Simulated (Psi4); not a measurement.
H8Ge3, charge -1, doublet, geometry from GFN2-xTB of the parent state (a state made from the parent by changing its charge; the spin is typed, not shown lowest) (a gas-phase anion, which may not be bound at this level); PBE/STO-3G (Psi4).

The Psi4 input:
```
memory 2 GB

molecule mol {
-1 2
Ge    1.900016    0.787608    0.012672
Ge    0.159059   -0.829749   -0.117822
Ge   -2.054347    0.016851    0.101477
H     3.278975    0.214864   -0.120157
H     1.803785    1.845198   -1.046877
H     1.905234    1.541601    1.309649
H     0.394271   -1.908798    0.915399
H     0.281264   -1.601503   -1.412673
H    -2.461276    0.905491   -1.036401
H    -2.241652    0.855430    1.331329
H    -3.111898   -1.042992    0.177276
}

set {
  basis sto-3g
  reference uks
}

energy('pbe')
print_variables()
```

**Question.** What does Psi4 print? Leave out banner, timings and long lists.

**Answer.** 
```
   => Loading Basis Set <=

    Name: STO-3G
    Role: ORBITAL
    Keyword: BASIS

         ---------------------------------------------------------
                                   SCF
               by Justin Turney, Rob Parrish, Andy Simmonett
                          and Daniel G. A. Smith
                              UKS Reference
         ---------------------------------------------------------

  ==> Geometry <==

    Molecular point group: c1
    Full point group: C1

    Geometry (in Angstrom), charge = -1, multiplicity = 2:

       Center              X                  Y                   Z               Mass
    ------------   -----------------  -----------------  -----------------  -----------------
         GE           1.899158750124     0.792193391753     0.013337928152    73.921177761000
         GE           0.158201750124    -0.825163608247    -0.117156071848    73.921177761000
         GE          -2.055204249876     0.021436391753     0.102142928152    73.921177761000
         H            3.278117750124     0.219449391753    -0.119491071848     1.007825032230
         H            1.802927750124     1.849783391753    -1.046211071848     1.007825032230
         H            1.904376750124     1.546186391753     1.310314928152     1.007825032230
         H            0.393413750124    -1.904212608247     0.916064928152     1.007825032230
         H            0.280406750124    -1.596917608247    -1.412007071848     1.007825032230
         H           -2.462133249876     0.910076391753    -1.035735071848     1.007825032230
         H           -2.242509249876     0.860015391753     1.331994928152     1.007825032230
         H           -3.112755249876    -1.038406608247     0.177941928152     1.007825032230

  Running in c1 symmetry.

  Rotational constants: A =      0.16611  B =      0.02599  C =      0.02299 [cm^-1]
  Rotational constants: A =   4979.74650  B =    779.18583  C =    689.35975 [MHz]
  Nuclear repulsion =  757.760223418119153

  Charge       = -1
  Multiplicity = 2
  Electrons    = 105
  Nalpha       = 53
  Nbeta        = 52

  ==> Algorithm <==

  SCF Algorithm Type is DF.
  DIIS enabled.
  MOM disabled.
  Fractional occupation disabled.
  Guess Type is SAD.
  Energy threshold   = 1.00e-06
  Density threshold  = 1.00e-06
  Integral threshold = 1.00e-12

  ==> Primary Basis <==

  Basis Set: STO-3G
    Blend: STO-3G
    Number of shells: 32
    Number of basis functions: 62
    Number of Cartesian functions: 65
    Spherical Harmonics?: true
    Max angular momentum: 2

  ==> DFT Potential <==

   => LibXC <=

    Version 7.1.2
    S. Lehtola, C. Steigemann, M. J. T. Oliveira, and M. A. L. Marques,  SoftwareX 7, 1–5 (2018) (10.1016/j.softx.2017.11.002)

   => Composite Functional: PBE <=

    PBE GGA Exchange-Correlation Functional

    J.P. Perdew et. al., Phys. Rev. Lett., 77(18), 3865-3868, 1996

    Deriv               =              1
    GGA                 =           TRUE
    Meta                =          FALSE

    Exchange Hybrid     =          FALSE
    MP2 Hybrid          =          FALSE

   => Exchange Functionals <=

    1.0000     XC_GGA_X_PBE

   => Correlation Functionals <=

    1.0000     XC_GGA_C_PBE

   => LibXC Density Thresholds  <==

    XC_GGA_C_PBE:  1.00E-12
    XC_GGA_X_PBE:  1.00E-15

   => Molecular Quadrature <=

    Radial Scheme          =       TREUTLER
    Pruning Scheme         =           NONE
    Nuclear Scheme         =       TREUTLER

    Blocking Scheme        =         OCTREE
    BS radius alpha        =              1
    Pruning alpha          =              1
    Radial Points          =             75
    Spherical Points       =            302
    Total Points           =         233535
    Total Blocks           =           1777
    Max Points             =            256
    Max Functions          =             56
    Weights Tolerance      =       1.00E-15

   => Loading Basis Set <=

    Name: (STO-3G AUX)
    Role: JKFIT
    Keyword: DF_BASIS_SCF

  ==> Integral Setup <==

  SCF_SUBTYPE=INCORE selected. In-core MEM_DF algorithm will be used.
  Using in-core AOs.

  ==> MemDFJK: Density-Fitted J/K Matrices <==

    J tasked:                   Yes
    K tasked:                    No
    wK tasked:                   No
    Algorithm:                 Core
    Schwarz Cutoff:           1E-12
    Mask sparsity (%):      19.7711
    Fitting Condition:        1E-10

   => Auxiliary Basis Set <=

  Basis Set: (STO-3G AUX)
    Blend: DEF2-UNIVERSAL-JKFIT
    Number of shells: 228
    Number of basis functions: 942
    Number of Cartesian functions: 1273
    Spherical Harmonics?: true
    Max angular momentum: 5

  Minimum eigenvalue in the overlap matrix is 2.5413393647E-01.
  Reciprocal condition number of the overlap matrix is 1.2626951315E-01.
    Using symmetric orthogonalization.

  ==> Pre-Iterations <==

  SCF Guess: Superposition of Atomic Densities via on-the-fly atomic UHF (no occupation information).

   -------------------------
    Irrep   Nso     Nmo
   -------------------------
     A         62      62
   -------------------------
    Total      62      62
   -------------------------

  ==> Iterations <==

                           Total Energy        Delta E     RMS |[F,P]|

   @DF-UKS iter SAD: -6157.53972126446115   -6.15754e+03   0.00000e+00
   @DF-UKS iter   1: -6161.42324748690226   -3.88353e+00   1.87953e-02 ADIIS/DIIS
   @DF-UKS iter   2: -6113.73475771310314    4.76885e+01   1.38395e-01 ADIIS
   @DF-UKS iter   3: -6139.07204824434211   -2.53373e+01   1.34025e-01 ADIIS
   @DF-UKS iter   4: -6161.30927629521557   -2.22372e+01   2.69988e-02 ADIIS/DIIS
   @DF-UKS iter   5: -6162.45793145177413   -1.14866e+00   8.49816e-03 ADIIS/DIIS
   @DF-UKS iter   6: -6162.59863893932561   -1.40707e-01   3.42797e-03 ADIIS/DIIS
   @DF-UKS iter   7: -6162.63008211619126   -3.14432e-02   8.09329e-04 ADIIS/DIIS
   @DF-UKS iter   8: -6162.63155828470008   -1.47617e-03   4.47530e-04 ADIIS/DIIS
   @DF-UKS iter   9: -6162.63228793061808   -7.29646e-04   4.51328e-05 DIIS
   @DF-UKS iter  10: -6162.63229586485886   -7.93424e-06   9.24039e-06 DIIS
   @DF-UKS iter  11: -6162.63229623818006   -3.73321e-07   2.01788e-06 DIIS
   @DF-UKS iter  12: -6162.63229625881922   -2.06392e-08   4.17515e-07 DIIS
  Energy and wave function converged.

  ==> Post-Iterations <==

   Electrons on quadrature grid:
      Nalpha   =   52.9999544357 ; deviation = -4.556e-05
      Nbeta    =   51.9999552451 ; deviation = -4.475e-05
      Ntotal   =  104.9999096808 ; deviation = -9.032e-05

   @Spin Contamination Metric:   1.410163366E-03
   @S^2 Expected:                7.500000000E-01
   @S^2 Observed:                7.514101634E-01
   @S   Expected:                5.000000000E-01
   @S   Observed:                5.000000000E-01

    Orbital Energies [Eh]
    ---------------------

    Alpha Occupied:

[...]
    Alpha Virtual:

[...]
    Beta Occupied:

[...]
      52A      0.173850

    Beta Virtual:

[...]
      62A      0.590483

    Final Occupation by Irrep:
              A
    DOCC [    52 ]
    SOCC [     1 ]
    NA   [    53 ]
    NB   [    52 ]

  @DF-UKS Final Energy: -6162.63229625881922

   => Energetics <=

    Nuclear Repulsion Energy =            757.7602234181191534
    One-Electron Energy =              -10175.4786926881606632
    Two-Electron Energy =                3496.3531280248280382
    DFT Exchange-Correlation Energy =    -241.2669550136064345
    Empirical Dispersion Energy =           0.0000000000000000
    VV10 Nonlocal Energy =                  0.0000000000000000
    Total Energy =                      -6162.6322962588192240

  UHF NO Occupations:
  HONO-2 :   51  A 1.9998363
  HONO-1 :   52  A 1.9998055
  HONO-0 :   53  A 1.0000000
  LUNO+0 :   54  A 0.0001945
  LUNO+1 :   55  A 0.0001637
  LUNO+2 :   56  A 0.0001419
  LUNO+3 :   57  A 0.0000727

Computation Completed

Properties will be evaluated at   0.000000,   0.000000,   0.000000 [a0]

Properties computed using the SCF density matrix

 Multipole Moments:

 ------------------------------------------------------------------------------------
     Multipole            Electronic (a.u.)      Nuclear  (a.u.)        Total (a.u.)
 ------------------------------------------------------------------------------------

 L = 1.  Multiply by 2.5417464519 to convert [e a0] to [Debye]
 Dipole X            :          0.1527106           -0.1684785           -0.0157679
 Dipole Y            :         -0.8152269            0.9011948            0.0859679
 Dipole Z            :         -0.1226616            0.1308929            0.0082313
 Magnitude           :                                                    0.0877888

 ------------------------------------------------------------------------------------

  Variable Map:
  ----------------------------------------------------------------------------
[...]
  Array Variable Map:
  ----------------------------------------------------------------------------
[...]
[...]
```
